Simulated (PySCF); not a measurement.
**Excitation energy of Se by level of theory**

Se [Ar] 3d10 4s2 4p4 (3P) → Se [Ar] 3d10 4s1 4p5 (3P), as a difference of total energies. All numbers are calculated (PySCF 2.14, no relativity, point nucleus, in dyall-av2z (16s12p8d, 92 functions)). Correlated levels: valence: [Ar] 3d10 frozen; virtual orbitals above 40 to 60 times the deepest correlated orbital energy dropped. The calculations carry no spin-orbit coupling.

| method | excitation energy (eV) |
| --- | --- |
| UHF | 11.190 |
| LDA | 10.210 |
| PBE | 10.150 |
| PBE0 | 10.442 |
| r2SCAN | 10.266 |
| r2SCAN0 | 10.498 |
| PW91 | 10.167 |
| TPSS | 10.207 |
| HSE06 | 10.474 |
| MP2 (valence) | 10.246 |
| SCS-MP2 (valence) | 10.115 |

Problem. How much does correlation contribute at MP2 (valence)?

Solution. 10.246 − (11.190) = -0.944 eV, measured against UHF.

A first-order spin-orbit estimate (lowest level to lowest level, LS coupling) adds -0.011 eV.

The upper state lies above the first ionisation limit, where it may autoionise and the basis confines it.
